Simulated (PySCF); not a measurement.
State search for RbBe

Unrestricted PBE0; Rb x2c-SVPall, Be x2c-SVPall; spin-free X2C with a Gaussian nucleus (PySCF 2.14). Outer shells of the fragments: Rb 5s1; Be 2s2.

Followed along the bond (rough minima from three points):

```
2Ms+1   unpaired  ⟨S²⟩ at the start  R at minimum (Å)  Te (eV)
    2        σ ↑               0.77              3.54     0.00
    2        π ↑               0.75              3.01     0.55
    4  σ ↑↑, π ↑               3.75              3.36     2.05
```

Solutions found at the starting distance of 3.020 Å, counted from the lowest of them; the search is not exhaustive and high or unbound solutions are not listed, so other states can lie among these:

```csv
2Ms+1,unpaired,term,E (eV),⟨S²⟩,⟨Lz²⟩,μ (D)
2,σ ↑,²Σ⁺,0.00,0.77,0.00,-3.71
2,π ↑,²Π,0.41,0.75,1.00,-8.61
4,"σ ↑↑, π ↑",⁴Π,1.96,3.75,1.00,-6.80
4,"σ ↑, π ↑↑",⁴Σ⁻,2.15,3.75,0.00,-9.24
2,δ ↑,²Δ,2.33,0.75,4.00,1.51
4,σ ↑↑↑,⁴Σ⁺,2.89,3.75,0.00,2.86
2,"σ ↑↑, π ↓",mixed,2.95,1.75,1.00,-7.24
2,"σ ↑, π ↑↓",mixed,3.09,1.75,2.00,-8.42
2,σ ↑,mixed,3.58,0.92,2.00,-7.19
4,"σ ↑, π ↑↑",mixed,4.17,3.75,2.00,4.37
```

A term symbol is given only where ⟨S²⟩ and ⟨Lz²⟩ are close to those of a pure state; real π, δ and φ orbitals otherwise mix terms. A positive dipole means Rb(−)Be(+).

Question: Compare the gap between the two lowest followed solutions at the starting distance with the gap between their minima.

Answer: At PBE0 the second solution (doublet, unpaired electrons π ↑) lies +0.41 eV from the first (doublet, unpaired electrons σ ↑) at 3.020 Å and +0.55 eV at the minima; the two curves relax by different amounts, since their minima lie near 3.01 and 3.54 Å.

Spin–orbit coupling is left out. Counting both spins, an empty level lies below a filled one in some of these solutions, because spin and occupation are held.
